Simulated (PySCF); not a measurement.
Au⁻ (gold, charge -1) across methods

[Xe] 4f14 5d10 6s2, closed-shell 1S. Computed with PySCF 2.14 in x2c-TZVPPall with one added diffuse shell each of s, p, d, f type (12s8p8d4f1g, 113 functions), with the spin-free X2C one-electron Hamiltonian (Gaussian nucleus). The B2PLYP total includes its PT2 part (frozen core); its orbital energies are those of the SCF part.

| method | E (hartree) | mean ε 5p (eV) | mean ε 5d (eV) | mean ε 6s (eV) | Σ⟨r²⟩ (bohr²) | ⟨S²⟩ |
| --- | --- | --- | --- | --- | --- | --- |
| M06-L | -19013.98 | -54.251 | 0.205 | 0.708 | 77.90 | 0.000 |
| PBE0 | -19014.39 | -57.026 | -1.468 | -0.087 | 80.27 | 0.000 |
| B2PLYP | -19013.29 | -61.132 | -2.984 | -0.538 | 82.09 | 0.000 |
| PBE | -19014.65 | -53.186 | 0.046 | 0.473 | 80.77 | 0.000 |
| LDA | -19002.99 | -53.353 | -0.085 | 0.285 | 79.49 | 0.000 |
| r2SCAN | -19014.67 | -54.679 | -0.073 | 0.343 | 78.69 | 0.000 |
| r2SCANh | -19014.57 | -56.045 | -0.672 | 0.105 | 78.75 | 0.000 |

(1) Estimate the same row for UHF.

Spin-orbit coupling, which splits the p, d and f shells strongly at this Z, is absent. The outer electron is barely bound at this level, so radii and moments hang on the diffuse functions.

The highest occupied level is positive at M06-L, PBE, LDA, r2SCAN, r2SCANh: only the finite basis holds that electron, which in a density functional comes from self-interaction.

## Answers

(1) E (hartree) = -19008.80677; mean ε 5p (eV) = -68.199; mean ε 5d (eV) = -5.813; mean ε 6s (eV) = -1.161; Σ⟨r²⟩ (bohr²) = 86.12; ⟨S²⟩ = 0.000.
